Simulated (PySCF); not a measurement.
**Sound and unsound settings**

Molecule: SMILES N[SiH]1[SiH2][SiH2][SiH2][SiH2]1, H₁₁NSi₅; geometry GFN2-xTB.

Cartesian coordinates in Å; atom numbers follow the order of the lines, from 1:
```xyz
17

N     2.5810    0.2208   -0.4764
Si    1.4352   -0.1604    0.7674
Si    0.1831   -1.9342   -0.0880
Si   -1.8413   -1.0462   -0.8376
Si   -1.9220    1.2070   -0.2221
Si    0.0584    1.7191    0.9024
H     3.1797   -0.5097   -0.8278
H     3.1141    1.0726   -0.4023
H     2.1076   -0.4881    2.0470
H     0.8837   -2.6925   -1.1344
H    -0.0530   -2.9518    0.9473
H    -1.9961   -1.2065   -2.2897
H    -2.9919   -1.7867   -0.3014
H    -2.1246    2.0696   -1.3940
H    -3.1002    1.4955    0.6071
H    -0.2152    2.0638    2.3057
H     0.6945    2.9399    0.3870
```

All runs: PySCF, non-relativistic, gas phase unless a solvent (IEF-PCM) is named; grid level 2, GIAOs and SCF threshold 1e-9 unless changed. The yardstick, PBE0/pcSseg-1, gives these isotropic shieldings σ (ppm, equivalent atoms averaged): N1 266.1, Si2 382.2, Si4/Si5 468.0, H13/H15 28.16, H10/H17 28.26, H11/H16 28.28, H7/H8 32.09.

Task: What do these inputs give? (1) B3LYP/pcSseg-1; grid level 1; guess atom; (2) OPBE/STO-3G; level_shift 0.3

Result: 
| run | outcome | functions | wall time | N1 | Si2 | Si4/Si5 | H13/H15 | H10/H17 | H11/H16 | H7/H8 |
| --- | --- | --- | --- | --- | --- | --- | --- | --- | --- | --- |
| 1 | converged | 192 | 30 s | 261.2 | 368.5 | 452.2 | 28.37 | 28.48 | 28.50 | 32.19 |
| 2 | converged | 61 | 11 s | 330.1 | 532.1 | 584.3 | 31.39 | 31.36 | 31.45 | 35.01 |

Times are on 1 thread of an Arm Neoverse V1, shared host.

Task: Comment on the technical settings and failures.

Result: 
- Run 1: The functional differs from the yardstick's, which in itself moves the values. Grid level 1 is coarse; it adds numerical noise and can break the equality of equivalent atoms. The starting guess changes the path of the SCF (10 cycles), not the solution, provided the same state is reached.
- Run 2: The functional and orbital basis differ from the yardstick's, which in itself moves the values. The level shift changes the path of the SCF (11 cycles), not the solution, provided the same state is reached. With 61 functions the basis is far too small for magnetic properties.

Run 2 was set up unsoundly or failed; its numbers aren't to be quoted as properties of the molecule.
